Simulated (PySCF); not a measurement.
Br2ClGeH. Atoms are numbered in the order given.

```xyz
5

Ge     0.5160    -0.3907     0.0000
Cl    -0.4099    -2.3402     0.0000
Br    -0.1655     0.7548    -1.8830
Br    -0.1655     0.7548     1.8830
H      2.0403    -0.5461     0.0000
```
Charge 0, spin multiplicity 1.

The structure is a stationary point at B3LYP-D3(BJ)/def2-SVP.

These are B3LYP-D3(BJ)/def2-SVP (PySCF 2.14.0) values and carry that method's errors.

Frequencies are harmonic and unscaled.

Computed vibrational spectrum:
| mode | ν (cm⁻¹) | IR (km/mol) | Raman (Å⁴/amu) | depolarisation | moving atoms (share of kinetic energy) |
|---|---|---|---|---|---|
| 1 | 95 | 0.8 | 3.2 | 0.72 | Br 74 %, Ge 17 %, Cl 9 % |
| 2 | 118 | 1.7 | 3.2 | 0.75 | Cl 63 %, Br 31 % |
| 3 | 144 | 3.9 | 3.4 | 0.53 | Ge 41 %, Cl 33 %, Br 25 % |
| 4 | 286 | 14.1 | 11.8 | 0.04 | Br 55 %, Ge 40 % |
| 5 | 327 | 61.4 | 2.9 | 0.75 | Ge 60 %, Br 39 % |
| 6 | 427 | 65.8 | 7.2 | 0.27 | Cl 64 %, Ge 35 % |
| 7 | 686 | 95.7 | 14.9 | 0.75 | H 98 % |
| 8 | 703 | 66.2 | 15.2 | 0.74 | H 98 % |
| 9 | 2168 | 55.1 | 223.1 | 0.19 | H 99 % |
